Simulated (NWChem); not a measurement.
## Correlation energy of AgI

SMILES: [Ag][I]
```xyz
2

Ag     0.0000     0.0000    -1.3700
I      0.0000     0.0000     1.2149
```
Charge 0, spin multiplicity 1.

The numbers come from NWChem runs, not from measurements. Structure: optimised with PBE/def2-SVP with def2 effective core potentials on Ag, I, a minimum by its harmonic frequencies.

Basis set: def2-SVP. Each correlation energy counts from its own Hartree-Fock reference.

Effective core potentials replace the inner electrons of Ag, I; spin-orbit coupling is left out. The correlated methods keep 8 core orbitals frozen. The structure started from a generated list of species. Coupled-cluster values serve here as a point of comparison, not as the truth.

### Question
Order these methods by the correlation energy they give, lowest first: MP2, SCS-MP2, CR-CCSD[T], CCSD.

### Answer
CR-CCSD[T] (-361.2 mHa), MP2 (-355.4 mHa), CCSD (-353.7 mHa), SCS-MP2 (-315.4 mHa)
